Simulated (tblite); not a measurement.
Compound: C4H4F3NO (charge +1 and doublet state).
Structure used (GFN2-xTB), in Å, numbered top down from 1:
```
atom  x, y, z in Å
C1    -0.543    1.418   -0.339
C2    -0.378    0.115   -0.062
C3    -1.510   -0.854   -0.170
N4    -1.677   -1.802    0.586
O5     0.737   -0.520    0.354
C6     1.973    0.071    0.240
F7     2.872   -0.828    0.528
F8     2.170    0.529   -0.990
F9     2.085    1.098    1.071
H10   -1.462    1.800   -0.751
H11    0.206    2.158   -0.089
H12   -2.158   -0.604   -1.031
H13   -2.320   -2.581    0.635
```

Method: GFN2-xTB as coded in tblite; computed harmonic values from a numerical Hessian at the method's own geometry, unscaled. The method is semi-empirical: single wavenumbers can be off by several per cent or more. One conformer, not necessarily the lowest. Open shells enter through the occupations alone, without spin polarisation, and single modes of such species can be off by tens of per cent.

Harmonic wavenumbers (cm⁻¹): 48.7, 86.2, 93.9, 150.0, 218.1, 329.4, 359.7, 408.2, 432.3, 507.1, 538.7, 564.8, 609.5, 638.2, 694.4, 736.1, 807.8, 843.7, 879.5, 897.1, 981.8, 1055.8, 1089.5, 1093.3, 1182.4, 1203.0, 1344.7, 1534.4, 1807.3, 2726.6, 3064.4, 3121.1, 3378.5.

A = 2967, B = 1133, C = 964.2 MHz; mass 139.024 u (most abundant isotopes); point group C1, symmetry number 1; spin multiplicity 2.

Q: What is the zero-point energy?

A: ½Σν̃ = 16713 cm⁻¹ = 199.93 kJ/mol.

Q: Give the ideal-gas entropy at 298.15 K and 1 bar in the rigid-rotor, harmonic-oscillator model (classical rotation).

A: Translation 170.40, rotation 121.27, vibration 105.55, spin (R ln 2) 5.76: S = 403.0 J/(mol K).

Q: And Cp and H(298.15 K) − H(0)?

A: Cp = 145.75 J/(mol K), of which vibrations give 112.49 (their classical limit is 33 R = 274.4); H(298.15 K) − H(0) = 26.64 kJ/mol without the zero-point energy, 16.72 from vibrations.

Q: Which modes carry the vibrational entropy at 298.15 K?

A: 48.7 cm⁻¹: 20.37; 86.2 cm⁻¹: 15.67; 93.9 cm⁻¹: 14.97; 150.0 cm⁻¹: 11.18; 218.1 cm⁻¹: 8.26; 329.4 cm⁻¹: 5.28 J/(mol K); the other 27 give 29.81 together.

Q: Blend soft modes into free rotors: weight 1/[1 + (100 cm⁻¹/ν̃)⁴] for the oscillator and the rest for a rotor with moment μB/(μ + B), μ = h/(8π²ν), B = 10⁻⁴⁴ kg m². What vibrational entropy results?

A: 96.77 J/(mol K) in place of 105.55, which changes −T·S at 298.15 K by +2.62 kJ/mol.

Q: What must be added to the electronic energy to get the Gibbs energy at 298.15 K and 1 bar?

A: ZPE + [H(298.15 K) − H(0)] − T·S = 199.93 + 26.64 − 120.15 = 106.42 kJ/mol.

Q: How do the functions run with temperature in this model?

A: 
```csv
T (K),S (J/(mol K)),Cp (J/(mol K)),H − H(0) (kJ/mol),G − H(0) (kJ/mol),ln q(vib)
150,324.1,89.1,9.15,-39.47,2.62
250,378.9,128.4,20.03,-74.68,4.86
400,450.3,176.6,43.12,-137.01,8.25
600,530.3,216.7,82.83,-235.34,12.60
900,625.0,249.2,153.24,-409.26,18.50
```

q(vib) and H(0) count from the zero-point level.

Hindered rotation and anharmonicity are outside this model. Other conformers, if any are populated, would add a mixing term that is left out. The structure is chiral; the term R ln 2 for an equal mix with its mirror image is left out.

Time: 0.3 s wall. Hardware: Arm Neoverse V2, one thread, shared host with 96 logical CPUs at a one-minute load of 50. This covers the Hessian and the dipole derivatives.
